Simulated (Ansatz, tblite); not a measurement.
Isomers of SnPt2⁺ (doublet), found by a short tight-binding search and relaxed with r2SCAN-D4/def2-TZVP in Ansatz.

In the def2 sets Pt, Sn take a core potential; there is no spin–orbit coupling. The xTB rows come from tblite. Correlated methods freeze 4 core orbitals; core or outer-core shells of Pt, Sn are correlated, in sets that lack core-valence functions. In CCSD on the charge 1 doublet the largest single amplitude is 0.32, so its Hartree–Fock determinant may place the open shell otherwise than the density functionals do.

Run but left out: HF/def2-TZVP, MP2/def2-TZVP (B: ⟨S²⟩ 1.19, where a pure state has 0.75).

A: At LDA (SPW92)/def2-TZVP, PBE-D4/def2-TZVP the gap within one spin of the charge 1 doublet nearly closes, so an electron or hole may be smeared out by delocalisation error. B: At CCSD(T)/def2-TZVP T1 of the charge 1 doublet is large (up to 0.073), so the single-reference result is doubtful. At CCSD(T)/def2-TZVP the charge 1 doublet is spin-contaminated (final ⟨S²⟩ up to 1.19, 0.75 for a pure state).

Other spin states were run for one of them alone.

A:

Cartesian coordinates in Å:
```
Pt 0.407 1.935 1.318
Pt -0.407 -1.935 -1.318
Sn 0.000 0.000 0.000
```

B:

```xyz
3

Pt    0.101    0.215   -1.396
Pt    0.424    1.081    0.810
Sn   -0.525   -1.297    0.586
```

Problem. Estimate their order by electronic energy at PBE0-D4/def2-TZVP, counted from the lowest.

Solution. B (0.0) < A (92.9), in kJ/mol.

Problem. Do the other levels pick the same lowest one?

Solution. All that were run do. Energies above each level's lowest (kJ/mol):

| level | A | B |
| --- | --- | --- |
| GFN1-xTB | 369.3 | 0.0 |
| GFN2-xTB | 175.4 | 0.0 |
| LDA (SPW92)/def2-TZVP | 130.6 | 0.0 |
| PBE-D4/def2-TZVP | 107.6 | 0.0 |
| r2SCAN-D4/def2-TZVP | 119.2 | 0.0 |
| B97M-V/def2-TZVP | 96.9 | 0.0 |
| PBE0-D4/def2-TZVP | 92.9 | 0.0 |
| CCSD/def2-TZVP | 80.9 | 0.0 |
| CCSD(T)/def2-TZVP | 92.0 | 0.0 |
Point groups (tolerance 0.1 Å): A D∞h, B C2v. Lower isomers may exist.
